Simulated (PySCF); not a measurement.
Basis-set dependence of population analyses: `N#CC[SiH2][SiH2]Cl`

C2H6ClNSi2.
Bonds: N1–C2 (triple), C2–C3, C3–Si4, Si4–Si5, Si5–Cl6. Hydrogens: H7, H8 on C3; H9, H10 on Si4; H11, H12 on Si5.

PBE0 throughout (PySCF), one geometry, spherical d and f functions. One conformer (not necessarily the lowest) at the PBE0-D3(BJ)/def2-SVP geometry, without solvent, vibrations or thermal averaging. Atoms taken as equivalent share a column and are averaged. The first 7 of 9 kinds of atom are listed.

Mulliken charges (e):

| basis | functions | N1 | C2 | C3 | Si4 | Si5 | Cl6 | H7/H8 |
| --- | --- | --- | --- | --- | --- | --- | --- | --- |
| STO-3G | 48 | -0.205 | +0.055 | -0.312 | +0.461 | +0.491 | -0.351 | +0.110 |
| 6-31G | 78 | -0.297 | +0.186 | -0.708 | +0.465 | +0.410 | -0.310 | +0.256 |
| pcSseg-0 | 78 | -0.370 | +0.115 | -0.850 | +0.402 | +0.342 | -0.378 | +0.325 |
| 6-31G* | 108 | -0.359 | +0.260 | -0.655 | +0.314 | +0.320 | -0.268 | +0.253 |
| cc-pVDZ | 126 | -0.135 | -0.085 | -0.188 | +0.185 | +0.253 | -0.227 | +0.114 |
| def2-SVP | 126 | -0.025 | -0.192 | -0.257 | +0.242 | +0.363 | -0.265 | +0.123 |
| aug-cc-pVDZ | 204 | -0.309 | -0.060 | +0.323 | -0.252 | -0.332 | -0.448 | -0.156 |
| 6-311+G(2d,p) | 222 | -0.311 | +0.182 | -0.524 | +0.320 | +0.205 | -0.184 | +0.201 |
| def2-TZVP | 240 | -0.018 | -0.232 | -0.240 | +0.120 | +0.230 | -0.241 | +0.170 |
| cc-pVTZ | 276 | -0.075 | -0.085 | -0.273 | +0.133 | +0.250 | -0.227 | +0.142 |
| IGLO-III | 297 | -0.306 | +0.099 | -0.387 | +0.469 | +0.742 | -0.393 | +0.179 |
| pcSseg-2 | 321 | -0.154 | -0.004 | -0.283 | +0.376 | +0.448 | -0.280 | +0.110 |

IAO charges (e):

```json
{"basis": "STO-3G", "functions": "48", "N1": "-0.172", "C2": "+0.063", "C3": "-0.522", "Si4": "+0.522", "Si5": "+0.470", "Cl6": "-0.302", "H7/H8": "+0.163"}
{"basis": "6-31G", "functions": "78", "N1": "-0.242", "C2": "+0.120", "C3": "-0.543", "Si4": "+0.376", "Si5": "+0.380", "Cl6": "-0.289", "H7/H8": "+0.198"}
{"basis": "pcSseg-0", "functions": "78", "N1": "-0.240", "C2": "+0.121", "C3": "-0.551", "Si4": "+0.349", "Si5": "+0.345", "Cl6": "-0.275", "H7/H8": "+0.199"}
{"basis": "6-31G*", "functions": "108", "N1": "-0.250", "C2": "+0.130", "C3": "-0.559", "Si4": "+0.462", "Si5": "+0.496", "Cl6": "-0.313", "H7/H8": "+0.191"}
{"basis": "cc-pVDZ", "functions": "126", "N1": "-0.243", "C2": "+0.124", "C3": "-0.559", "Si4": "+0.457", "Si5": "+0.496", "Cl6": "-0.312", "H7/H8": "+0.191"}
{"basis": "def2-SVP", "functions": "126", "N1": "-0.241", "C2": "+0.123", "C3": "-0.558", "Si4": "+0.466", "Si5": "+0.502", "Cl6": "-0.304", "H7/H8": "+0.188"}
{"basis": "aug-cc-pVDZ", "functions": "204", "N1": "-0.260", "C2": "+0.135", "C3": "-0.564", "Si4": "+0.461", "Si5": "+0.500", "Cl6": "-0.318", "H7/H8": "+0.194"}
{"basis": "6-311+G(2d,p)", "functions": "222", "N1": "-0.262", "C2": "+0.137", "C3": "-0.575", "Si4": "+0.482", "Si5": "+0.518", "Cl6": "-0.320", "H7/H8": "+0.195"}
{"basis": "def2-TZVP", "functions": "240", "N1": "-0.261", "C2": "+0.137", "C3": "-0.577", "Si4": "+0.487", "Si5": "+0.528", "Cl6": "-0.321", "H7/H8": "+0.195"}
{"basis": "cc-pVTZ", "functions": "276", "N1": "-0.258", "C2": "+0.135", "C3": "-0.575", "Si4": "+0.477", "Si5": "+0.518", "Cl6": "-0.320", "H7/H8": "+0.195"}
{"basis": "IGLO-III", "functions": "297", "N1": "-0.263", "C2": "+0.137", "C3": "-0.578", "Si4": "+0.487", "Si5": "+0.520", "Cl6": "-0.315", "H7/H8": "+0.196"}
{"basis": "pcSseg-2", "functions": "321", "N1": "-0.262", "C2": "+0.138", "C3": "-0.577", "Si4": "+0.484", "Si5": "+0.521", "Cl6": "-0.318", "H7/H8": "+0.196"}
```

Hirshfeld charges (e):

| basis | functions | N1 | C2 | C3 | Si4 | Si5 | Cl6 | H7/H8 |
| --- | --- | --- | --- | --- | --- | --- | --- | --- |
| STO-3G | 48 | -0.189 | +0.020 | -0.055 | +0.311 | +0.393 | -0.291 | +0.036 |
| 6-31G | 78 | -0.219 | +0.068 | -0.105 | +0.237 | +0.246 | -0.161 | +0.072 |
| pcSseg-0 | 78 | -0.217 | +0.059 | -0.110 | +0.261 | +0.273 | -0.164 | +0.064 |
| 6-31G* | 108 | -0.229 | +0.075 | -0.105 | +0.237 | +0.247 | -0.144 | +0.074 |
| cc-pVDZ | 126 | -0.219 | +0.069 | -0.118 | +0.257 | +0.254 | -0.130 | +0.071 |
| def2-SVP | 126 | -0.226 | +0.075 | -0.123 | +0.263 | +0.258 | -0.122 | +0.070 |
| aug-cc-pVDZ | 204 | -0.230 | +0.071 | -0.135 | +0.262 | +0.255 | -0.128 | +0.075 |
| 6-311+G(2d,p) | 222 | -0.233 | +0.069 | -0.129 | +0.263 | +0.255 | -0.127 | +0.074 |
| def2-TZVP | 240 | -0.233 | +0.073 | -0.130 | +0.259 | +0.252 | -0.123 | +0.075 |
| cc-pVTZ | 276 | -0.231 | +0.074 | -0.129 | +0.259 | +0.252 | -0.126 | +0.074 |
| IGLO-III | 297 | -0.236 | +0.069 | -0.133 | +0.263 | +0.253 | -0.117 | +0.074 |
| pcSseg-2 | 321 | -0.232 | +0.075 | -0.136 | +0.263 | +0.259 | -0.129 | +0.075 |

Some averages cover members that differ in this geometry, most widely: H7/H8, Mulliken in aug-cc-pVDZ -0.188 to -0.124 e.

Which scheme is steadiest as the basis changes?

Largest range over the bases for any column: Hirshfeld 0.17 e, IAO 0.18 e, Mulliken 1.17 e. Hirshfeld and IAO charges move least and Mulliken charges most, counted in e. Without the minimal STO-3G basis the ranges are Hirshfeld 0.05, IAO 0.18, Mulliken 1.17 e.

How much do the charges still move between the two largest bases, IGLO-III and pcSseg-2?

At most, over all atoms: Mulliken 0.294 e, IAO 0.003 e, Hirshfeld 0.012 e.

What do the same runs give for the total energy, the frontier levels and the dipole moment?

```json
{"basis": "STO-3G", "energy (Eh)": "-1159.9113", "HOMO (eV)": "-6.21", "LUMO (eV)": "3.75", "μ (D)": "2.85"}
{"basis": "6-31G", "energy (Eh)": "-1173.0551", "HOMO (eV)": "-8.44", "LUMO (eV)": "-0.90", "μ (D)": "3.42"}
{"basis": "pcSseg-0", "energy (Eh)": "-1171.6995", "HOMO (eV)": "-8.67", "LUMO (eV)": "-1.17", "μ (D)": "3.38"}
{"basis": "6-31G*", "energy (Eh)": "-1173.1746", "HOMO (eV)": "-8.34", "LUMO (eV)": "-0.87", "μ (D)": "3.29"}
{"basis": "cc-pVDZ", "energy (Eh)": "-1173.2433", "HOMO (eV)": "-8.30", "LUMO (eV)": "-0.78", "μ (D)": "3.18"}
{"basis": "def2-SVP", "energy (Eh)": "-1172.8072", "HOMO (eV)": "-8.31", "LUMO (eV)": "-0.78", "μ (D)": "3.20"}
{"basis": "aug-cc-pVDZ", "energy (Eh)": "-1173.2564", "HOMO (eV)": "-8.38", "LUMO (eV)": "-1.12", "μ (D)": "3.40"}
{"basis": "6-311+G(2d,p)", "energy (Eh)": "-1173.3047", "HOMO (eV)": "-8.41", "LUMO (eV)": "-1.16", "μ (D)": "3.43"}
{"basis": "def2-TZVP", "energy (Eh)": "-1173.3188", "HOMO (eV)": "-8.37", "LUMO (eV)": "-1.03", "μ (D)": "3.40"}
{"basis": "cc-pVTZ", "energy (Eh)": "-1173.3260", "HOMO (eV)": "-8.37", "LUMO (eV)": "-0.98", "μ (D)": "3.35"}
{"basis": "IGLO-III", "energy (Eh)": "-1173.3137", "HOMO (eV)": "-8.35", "LUMO (eV)": "-0.98", "μ (D)": "3.44"}
{"basis": "pcSseg-2", "energy (Eh)": "-1173.3386", "HOMO (eV)": "-8.43", "LUMO (eV)": "-1.12", "μ (D)": "3.41"}
```

The dipole is fixed by the density alone, so its range of 0.59 D shows that the density itself changes with the basis, not only its division among atoms.
